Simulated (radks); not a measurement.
Values are calculated unless marked as measured or tabulated.
Q: All-electron atom: Be in [He] 2s2. Code: a radial shooting solver on a logarithmic mesh with Libxc functionals. Model: non-relativistic Kohn-Sham, PBE, spin-polarised, spherical densities, point nucleus. Some entries of the table are withheld. Estimate them.

| orbital | occ. | eigenvalue (eV) | <1/r> (bohr^-1) |
|---|---|---|---|
| 1s | 2 | (1) | 3.661 |
| 2s | 2 | -5.6088 | 0.5438 |
| 2p | 0 | (2) | 0.4194 |

A: 
(1) 1s eigenvalue (eV): -106.1955
(2) 2p eigenvalue (eV): -2.0194
